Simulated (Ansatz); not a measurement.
Start from `C=[CH][GeH2][CH2]F` and change one atom or group to get `[NH2][GeH2][CH2]F`.

Ansatz, PBE0-D4/def2-TZVP geometries, multiplicity 1. Each molecule was computed in one conformer, which needn't be the lowest.

Scalar relativity is left out up to krypton.

| property | `C=[CH][GeH2][CH2]F` |
| --- | --- |
| LUMO energy (B3LYP/def2-TZVPP) / eV | -0.63 |
| size of the dipole moment (PBE/def2-TZVPP) / D | 1.31 |
| HOMO energy (ωB97M-V/def2-TZVPP) / eV | -10.05 |
| HOMO energy (PBE/def2-TZVPP) / eV | -6.61 |
| HOMO energy (PBE0/def2-TZVPP) / eV | -7.83 |
| HOMO–LUMO gap (ωB97M-V/def2-TZVPP) / eV | 11.72 |

Task: Give the same properties after the change, and the shifts. (Estimate.)

Result: The calculation gave: 
| property | `[NH2][GeH2][CH2]F` | shift |
| --- | --- | --- |
| LUMO energy (B3LYP/def2-TZVPP) / eV | 0.16 | 0.79 |
| size of the dipole moment (PBE/def2-TZVPP) / D | 1.29 | -0.02 |
| HOMO energy (ωB97M-V/def2-TZVPP) / eV | -9.56 | 0.49 |
| HOMO energy (PBE/def2-TZVPP) / eV | -5.81 | 0.80 |
| HOMO energy (PBE0/def2-TZVPP) / eV | -7.24 | 0.59 |
| HOMO–LUMO gap (ωB97M-V/def2-TZVPP) / eV | 11.61 | -0.11 |

With PBE0 the HOMO rises by 0.59 eV and the LUMO rises by 0.88 eV, so the gap widens by about 0.29 eV. PBE moves the HOMO by 0.80 eV and ωB97M-V by 0.49 eV. Dipoles are sizes alone; their direction can turn.

B3LYP here is the variant with VWN-RPA as its local correlation; programs differ in this.
